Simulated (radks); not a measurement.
Values are calculated unless marked as measured or tabulated.
Charge is removed step by step from the 3s1/2 level of Tc3+, starting from [Kr] 4d4. Code: a radial shooting solver on a logarithmic mesh with Libxc functionals. Model: Dirac Kohn-Sham, PBE, spin-unpolarised, spherical densities, finite nucleus; open shells are shared between the two j in proportion to 2j + 1; Fermi nuclear charge, rms radius 4.4112 fm.

removed (e)	E - E(0) (eV)	eigenvalue (eV)	E minus straight line (eV)
0	0.000	-549.17	0.000
0.25	138.42	-558.23	-3.447
0.5	279.12	-567.40	-4.616
0.75	422.13	-576.69	-3.476
1	567.48	-586.09	0.000

Removing the whole electron costs 567.48 eV by Delta-SCF, against 549.17 eV from minus the eigenvalue at the starting occupation. Slater's transition state (half an electron removed) gives 567.40 eV. Integrating minus the eigenvalue over the occupation (Janak's theorem) gives 567.48 eV. The mean slope of the eigenvalue, de/dn, is 36.9 eV per electron.
